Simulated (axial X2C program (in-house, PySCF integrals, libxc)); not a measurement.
# Low determinants of SbH⁺ at the PBE0 level, two-component

All values were computed with an in-house all-electron X2C program for linear molecules (integrals from PySCF). Two-component (2c) means X2C with spin–orbit coupling and atomic mean-field two-electron Coulomb and Gaunt terms. Basis: Sb dyall-cv3z [11s12p8d4f1g], H dyall-v3z [6s2p1d] (cores contracted in-house); Gaussian nuclei, density fitting, unrestricted open shells. Masses: Sb 120.904 u, H 1.008 u.

Search at 1.720 Å (vertical energies from the lowest determinant):

```tsv
ΔE (eV)	state	electrons beyond evenly filled partner blocks	electrons in ±ω = 1/2, 3/2, 5/2, 7/2
0.00	Ω = 1/2	ω = 1/2	33 14 4 0
0.45	Ω = 3/2	ω = 3/2	32 15 4 0
2.66	Ω = 1/2	2 × ω = -1/2, ω = 3/2	32 15 4 0
3.34	Ω = 5/2	2 × ω = 1/2, ω = 3/2	32 15 4 0
3.80	Ω = 1/2	ω = 1/2	31 16 4 0
```

Lowest determinant, Ω = 1/2 (⟨Sz⟩ = -0.49, ⟨Lz⟩ = 0.99 at PBE0): Re = 1.714 Å, ωe = 1978.7 cm⁻¹.

The determinant in row 2 of the search, Ω = 3/2 (⟨Sz⟩ = 0.51, ⟨Lz⟩ = 0.99 at PBE0), was followed along the bond at PBE0; measured from the minimum of the lowest determinant it gives:

Te = 0.450 eV (3630 cm⁻¹), Re = 1.713 Å, ωe = 1980.9 cm⁻¹.

**Question.** Compare the bond of the determinant in row 2 with that of the lowest one.

**Answer.** At PBE0 its Re is 0.001 Å shorter and its force constant, which goes as ωe², is 1.00 times that of the lowest determinant. T0 ≈ Te + Δωe/2 = 3630 + (1) = 3631 cm⁻¹.

The search compares states at one distance, so a state with another bond length can lie lower; it is not exhaustive and yields mostly the lowest determinant of each block pattern, so other components and higher states of one pattern are missing. These are energies of single determinants, not of spin-adapted states; PBE0 term energies can be off by some tenths of an eV, and the functional has no current term.
